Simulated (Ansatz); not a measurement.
System: sum formula Si2H4F, charge -1, multiplicity 1. It need not be the lowest isomer of its formula. Whether it binds its extra electron was not tested at this geometry. SMILES: F[SiH2][SiH2-]
Geometry from a B3LYP-D3(BJ)/def2-TZVP (Ansatz, a quantum-chemistry and plane-wave program) optimisation:
```
Si
F 1 1.6558
H 1 1.5086 2 102.60
H 1 1.5097 3 102.18 2 -103.88
Si 1 2.3466 3 112.53 4 -132.69
H 5 1.5337 1 93.79 3 151.10
H 5 1.5385 6 94.79 1 87.94
```
Charge -1, spin multiplicity 1.

Parts of the frozen-core correlation energy in STO-3G (Ansatz, hartree). Frozen orbitals: 11; correlated occupied orbitals by spin: 10 and 10; virtual: 6 and 6. Spin-orbit coupling is left out. Non-relativistic.

| term | value |
|---|---|
| reference (HF) | -671.39681 |
| MP2 opposite-spin | -0.07785 |
| MP2 same-spin | -0.00536 |
| CCSD correlation | -0.11628 |
| (T) | -0.00189 |
| T1 diagnostic | 0.009 |
| largest doubles amplitude | 0.064 |
